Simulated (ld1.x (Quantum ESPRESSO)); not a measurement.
Results of a calculation; reference values are marked as such.
Hardness and transferability of assorted potentials

Generated with ld1.x 7.5 (TM, RRKJ, ultrasoft, PAW), atompaw 4.2 or ONCVPSP 4.0.1. The cutoff is in Ry: for ld1.x and atompaw files where the sum of valence levels is converged to 10 mRy in a Bessel basis, for ONCV files where the hardest occupied wave has 1 mHa per electron of residual kinetic energy. The error is the largest all-electron minus pseudo excitation energy over each file’s own four to seven test configurations (ionisations up to +4, promotions, holes and added fractions of an electron), all of which were solved. The labels leave out finer settings (local radius, basis sizes, second energies), which also bear on the numbers. Spin-polarised tests are not counted. The rows are a selection from randomly drawn settings: files with unsolved tests, undetermined cutoffs or missed reference levels are left out.

A true bound ghost makes a file unfit for plane-wave use even where its test errors are small: the radial tests pick states by their node count and pass the ghost by.

```csv
element,potential,cutoff (Ry),largest error (meV),bound ghosts
Cl,"RRKJ, revPBE, scalar-relativistic, rc 0.90/1.20/1.25 (spd), local s, core correction no, reference 3s2 3p3.5",110,+221,none
Tc,"TM, revPBE, fully relativistic, rc 2.05/2.70/1.80 (spd), local s, core correction yes, reference 4d5 5s2 5p0",45,-1087,none
Ru,"PAW, LDA (PZ), scalar-relativistic, rc 2.95/1.65/1.90 (spd), local smoothed, core correction yes, reference 4p6 4d6.5 5s0 5p0",35,+38,none
Rh,"TM, LDA (PZ), scalar-relativistic, rc 2.85/3.50/1.40 (spd), local smoothed, core correction yes, reference 4d8 5s0.75 5p0.25",60,-1474,none
Gd,"TM, LDA (PZ), scalar-relativistic, rc 2.45/3.35/2.20 (spd), local smoothed, core correction yes, reference 5d1 6s1 6p0",15,-83,"s, p"
```

(1) Fill in the row for Ti: ultrasoft, BLYP, scalar-relativistic, rc 1.60/1.50/1.64 (spd), local smoothed, core correction no, reference 3s2 3p6 3d2.5 4s1.5 4p0.

## Answers

(1) cutoff 40 Ry, largest error -276 meV, bound ghosts: none.
